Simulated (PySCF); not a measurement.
## Two-component Hartree-Fock for S⁹⁺ (sulfur, charge +9)

Start: [He] 2s2 2p3; 2p1/2 filled at m_j = -1/2, +1/2; 2p3/2 filled at m_j = +3/2. Calculated with PySCF 2.14 in an even-tempered Gaussian basis (18 s from 1.2 bohr⁻², ratio 2.4; 11 p from 1.6 bohr⁻², ratio 2.4; 5 d from 7.5 bohr⁻², ratio 2.6; 5 f from 11 bohr⁻², ratio 2.6): generalised Hartree-Fock with the X2C-1e Hamiltonian and a Gaussian nucleus; one run each with spin-orbit coupling (SO) switched off, then screened by Boettger's factors.

```tsv
spinor shell	electrons	ε, spin-free (eV)	ε, screened SO (eV)	weight of nominal j (screened SO)	rms radius, screened SO (bohr)
1s1/2	2	-2821.8	-2821.8	1.000	0.111
2s1/2	2	-486.62	-486.61	1.000	0.478
2p1/2	2	-450.32	-450.60	0.537	0.429
2p3/2	1	-450.32	-449.75	1.000	0.430
```

| quantity | spin-free | screened SO |
| --- | --- | --- |
| E (hartree) | -352.45808 | -352.46056 |
| M_J | 3/2 | 3/2 |
| ⟨J²⟩ | 3.751 | 3.751 |
| ⟨L²⟩ | 0.000 | 0.006 |
| ⟨S²⟩ | 3.751 | 3.742 |

Each row is a mean over spinors that exchange with the open shell spreads, by up to 34.881 eV (2s1/2).

Rows whose weight is well below 1 are mixtures of j = l ± 1/2: exchange outweighs spin-orbit coupling there, and the label is only the starting occupation.

Without spin-orbit coupling the j labels of p, d and f shells carry no meaning; the spin-free column gives the mean over the occupied spinors of each nl shell.
